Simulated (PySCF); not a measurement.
## J couplings in Hydroxydifluoroborane

Molfile (atoms numbered from 1):
```
BF2HO
     RDKit          3D

  5  4  0  0  0  0  0  0  0  0999 V2000
    0.8536   -0.5942    0.0701 O   0  0  0  0  0  0  0  0  0  0  0  0
   -0.3634   -0.0357   -0.0209 B   0  0  0  0  0  0  0  0  0  0  0  0
   -1.4381   -0.7911    0.0730 F   0  0  0  0  0  0  0  0  0  0  0  0
   -0.5256    1.2681   -0.2044 F   0  0  0  0  0  0  0  0  0  0  0  0
    1.5655    0.0481   -0.0143 H   0  0  0  0  0  0  0  0  0  0  0  0
  1  2  1  0
  2  3  1  0
  2  4  1  0
  1  5  1  0
M  END
```

Couplings: B3LYP/pcJ-1 in PySCF 2.14.0 with density-fitted response routines, geometry PBE0-D3(BJ)/def2-SVP; gas phase, one conformer, non-relativistic. Couplings are averaged over pairs made equivalent by symmetry, fast rotation or ring inversion, so a value needn't be that of the named pair in this geometry, while other rotamers aren't included; one pair stands for each set, and the list holds those of at least 0.8 Hz over up to four bonds.

Isotopes: $^{17}$O, $^{1}$H, $^{11}$B, $^{19}$F. Couplings to quadrupolar nuclei such as 17O and 33S are rarely resolved in practice.

| pair | bonds | J (Hz) |
| --- | --- | --- |
| O1, B2 | 1 | -23.1 |
| O1, H5 | 1 | -86.9 |
| B2, F3 | 1 | -68.7 |
| O1, F3 | 2 | ? |
| B2, H5 | 2 | ? |
| F3, F4 | 2 | -152.9 |
| F3, H5 | 3 | 7.4 |

Question: Estimate the withheld couplings, with signs.

Answer: 
- $^{2}J$(O1,F3) = 4.0 Hz (mean over equivalent pairs that range from -29.5 to 37.5 Hz in this conformer)
- $^{2}J$(B2,H5) = -2.4 Hz (angle at O1 113°)
